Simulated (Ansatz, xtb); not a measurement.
# Relative energy of two isomers of C3H7FGeO

Structure I: `F[C@@H]1C[C@H]([GeH3])O1`, a singlet. Structure II: `F[C@@H]1OC[C@H]1[GeH3]`, a singlet. Both are isolated molecules in the gas phase, relaxed with PBE-D3(BJ)/def2-SVP.

Estimate which is lower in electronic energy at CCSD(T)/def2-SVP + ΔMP2/def2-TZVPP, and by roughly how much.

The CCSD(T)/def2-SVP + ΔMP2/def2-TZVPP calculation puts structure II lower, by 0.079 eV.

The same difference at several levels:

```json
{"level": "PBE-D3(BJ)/def2-SVP", "geometry": "PBE-D3(BJ)/def2-SVP", "E(II) − E(I) (eV)": "−0.036", "departure from the last row (eV)": "+0.043", "job, with rough time for the two": "optimisation, 1.9 min"}
{"level": "HF/def2-SVP", "geometry": "PBE-D3(BJ)/def2-SVP", "E(II) − E(I) (eV)": "−0.089", "departure from the last row (eV)": "−0.010", "job, with rough time for the two": "part of the CCSD(T) run"}
{"level": "MP2/def2-SVP", "geometry": "PBE-D3(BJ)/def2-SVP", "E(II) − E(I) (eV)": "−0.077", "departure from the last row (eV)": "+0.002", "job, with rough time for the two": "part of the CCSD(T) run"}
{"level": "CCSD(T)/def2-SVP", "geometry": "PBE-D3(BJ)/def2-SVP", "E(II) − E(I) (eV)": "−0.064", "departure from the last row (eV)": "+0.015", "job, with rough time for the two": "single point"}
{"level": "CCSD(T)/def2-SVP + ΔMP2/def2-TZVPP", "geometry": "PBE-D3(BJ)/def2-SVP", "E(II) − E(I) (eV)": "−0.079", "departure from the last row (eV)": "", "job, with rough time for the two": "single point, 4.8 min"}
```

As drawn, both hold the same kinds of bond in the same numbers.

The levels shown agree on the order. The largest departure from CCSD(T)/def2-SVP + ΔMP2/def2-TZVPP is that of PBE-D3(BJ)/def2-SVP, 0.043 eV. Levels run at GFN2-xTB geometries aren't shown. The last row adds to CCSD(T) the change of the MP2 difference between the two basis sets, here −0.015 eV.

With thermal terms from frequencies at re-optimised GFN2-xTB minima (ideal gas, soft modes damped towards free rotors, one conformer each, 298.15 K, 1 atm): on the last row, ΔE + ΔZPE = −0.079, ΔH = −0.077, ΔG = −0.087 eV.

The correlated steps freeze 14 core orbitals; the filled d shell of Ge is correlated, in a basis made for valence electrons. Programs: Ansatz 0.2.0, xtb 6.7.1; the last row on 2 threads of AMD EPYC (Zen 3) on a shared host.
